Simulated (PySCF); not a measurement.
# Worked example: entropy of an ideal gas

F3Si, SMILES F[Si](F)F, multiplicity 2.

Geometry optimised at PBE-D3(BJ)/def2-TZVP. The isomer is the one that the SMILES or the coordinates give; other isomers of the formula were not compared.

PBE-D3(BJ)/def2-TZVP (PySCF) gives the harmonic wavenumbers 269, 269, 380, 784, 910, 910 cm⁻¹ and the rotational temperatures 0.3464, 0.3464, 0.1899 K. The molar mass is 85.08 g/mol, the symmetry number 3, the spin multiplicity 2.

Work out the entropy at 298.15 K and 1 atm in the rigid-rotor, harmonic-oscillator model.


Translation (Sackur–Tetrode at 1 atm): S = R[1.5 ln M + 2.5 ln T − 1.16487] = 164.2 J/(mol K).
Rotation: q = (√π/σ) T^1.5/√(θA θB θC) = 20100, S = R[ln q + 3/2] = 94.9 J/(mol K).
Vibration: with u = 1.4388 ν/T, each mode gives R[u/(e^u − 1) − ln(1 − e^−u)]:
| ν (cm⁻¹) | modes | u | S (J/(mol K)) |
|---|---|---|---|
| 269 | 2 | 1.30 | 13.41 |
| 380 | 1 | 1.83 | 4.35 |
| 784 | 1 | 3.78 | 0.92 |
| 910 | 2 | 4.39 | 1.12 |
These are all the modes. Sum 19.8 J/(mol K).
Spin: R ln 2 = 5.8 J/(mol K).
Total 284.6 J/(mol K); the program's own thermochemistry gives 284.6. Translation makes up 58 % and vibration 7 %. Anharmonicity, hindered rotation and orbital degeneracy are left out.
